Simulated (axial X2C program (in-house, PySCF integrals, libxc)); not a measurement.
## Worked dissociation energy of MnGe: HF, scalar-relativistic

Computed with an in-house relativistic program for diatomic molecules. Spin-free means the one-electron spin-free X2C Hamiltonian. Basis: Ge dyall-cv3z [9s9p7d4f1g], Mn dyall-cv3z [9s10p6d3f2g] (cores contracted in-house); Gaussian nuclei, density fitting, unrestricted open shells. Masses: Ge 73.921 u, Mn 54.938 u.

Molecular state: M_S = 7/2, Λ = 0 (beyond evenly filled blocks: σα, 2 × π+α, 2 × π-α, δ+α, δ-α).

```
E(Ge) (2M_S = 2, M_L = 0) : -2097.117072 hartree
E(Mn) (2M_S = 5, M_L = 0) : -1157.407125 hartree
E(MnGe) at Re             : -3254.540067 hartree
ωe                        : 180.5 cm⁻¹
ωexe                      : 1.42 cm⁻¹
```

(1) Work out De and D0.

Occupations by symmetry block were frozen at the best pattern of an incomplete PBE0 search. Dissociation energies refer to the lowest single-determinant-based atoms at the same level and basis. PBE0 can misorder states that lie within some tenths of an eV, so this need not be the ground state of the molecule. The nearest other spin-free determinant of the search, M_S = 5/2, Λ = 2, lies 0.34 eV up at the distance of the search. The determinant is spin-polarised beyond a pure state at some levels (its spin-free form has ⟨S²⟩ too high), which makes Re and μ there less reliable. Spin-free De lacks the spin–orbit lowering of the heavy p-block atom, a tenth of an eV or more for 4p and 5p, up to an eV for 6p and one to two eV for 7p atoms, less what an open-shell molecule gains itself.

Hartree–Fock lacks correlation and underbinds, often by eV.

Each atomic determinant is the lowest at this level and need not be a pure term. Totals compare only within one Hamiltonian and basis.

Answers

(1) De = -2097.117072 + (-1157.407125) − (-3254.540067) = 0.01587 hartree = 0.432 eV. The zero-point energy is ωe/2 − ωexe/4 = 90 cm⁻¹ = 0.011 eV, so D0 = 0.421 eV.
